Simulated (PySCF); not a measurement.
**NMR data sheet: C$_{3}$H$_{11}$NOSi$_{2}$**

```yaml
Formula: C3H11NOSi2
SMILES: C=C(C)[Si@H](N)O[SiH3]
InChI: InChI=1S/C3H11NOSi2/c1-3(2)7(4)5-6/h7H,1,4H2,2,6H3/t7-/m1/s1
Point_group_of_the_computed_structure: C1
Degrees_of_unsaturation: 1
Carbon_signals: 3
Proton_signals: 6
```

Structure with atom numbers: `[CH2:1]=[C:2]([CH3:3])[Si@H:4]([NH2:5])[O:6][SiH3:7]`. Hydrogens are named by the atom that carries them. Ha(C1) is cis to C3; Hb(C1) is trans to C3.

[PySCF 2.14: coordinates at the GFN2-xTB level; σ from GIAO-PBE0/pcSseg-1; averaged over atoms made equivalent by symmetry, fast rotation or ring inversion; single conformer; non-relativistic; isolated molecule]

Scale: ¹H (σref 31.72), ¹³C (σref 186.93), ²⁹Si (σref 349.16) against TMS; ¹⁵N (σref 267.73) against NH3; ¹⁷O (σref 336.08) vs H2O (reference shieldings calculated alike).

```tsv
carbon	δC, type	δH (multiplicity)	HMBC from (2–3 bonds)	span of the C tensor (ppm)
C1	131.2, CH2	Hb(C1) 5.59 (br s); Ha(C1) 6.02 (br s)	H(Si4), H(C3)	209
C2	153.0, C	–	Ha(C1), Hb(C1), H(Si4), H(C3)	255
C3	23.7, CH3	1.87 (s)	Ha(C1), Hb(C1), H(Si4)	38
```

Other nuclei:
```csv
atoms,nucleus,environment,δ (ppm),σ (ppm)
H(Si4),¹H,"hydrogen on a silicon bonded to C, N, O",5.37,26.35
H(Si7),¹H,hydrogen on a silicon bonded to O,5.23,26.49
H(N5),¹H,hydrogen on a nitrogen bonded to Si,0.60,31.12
Si4,²⁹Si,"silicon bonded to C, N, O, H",-33.2,382.4
Si7,²⁹Si,"silicon bonded to O, 3 H",-46.2,395.3
N5,¹⁵N,"nitrogen bonded to Si, 2 H",24.6,243.1
O6,¹⁷O,oxygen bonded to 2 Si,23.1,313.0
```

1. Carbon types of the structure: 1 × C, 1 × CH2, 1 × CH3, leaving 6 H on heteroatoms.
2. δC 153.0: fully substituted alkene carbon; the olefinic region.
3. δC 131.2: terminal =CH2 carbon; an sp2 carbon of a C=C bond.
4. δC 23.7: allylic methyl carbon; a saturated carbon with 1 carbon neighbour and no heteroatom attached.
5. δH 6.02, 5.59: hydrogen on a terminal =CH2 carbon; olefinic region.
6. δH 1.87: hydrogen on an allylic methyl carbon; allylic position.

OH and NH positions are those of a molecule without intermolecular hydrogen bonds; in solution they move with solvent, concentration and temperature, and exchange usually removes their couplings. Shifts are as computed. Against solution values, carbons near 30 ppm lie about +3 ppm off and those near 130 ppm about +5 ppm. Of 1211 compounds with measured shifts, 218 miss one by over three times the rms of a fit or turn the order of signals round; such compounds aren't used in these exercises. Experimental scales use liquid or dissolved standards, which lie at an offset from isolated NH3 (liquid NH3: subtract about 20 ppm) and H2O (liquid H2O: subtract about 36 ppm). No couplings were computed; multiplicities are counted from neighbouring protons, with m where these are inequivalent, close in shift, in a saturated or five-membered ring or joined by F or P, and br s for small geminal =CH2 splittings.
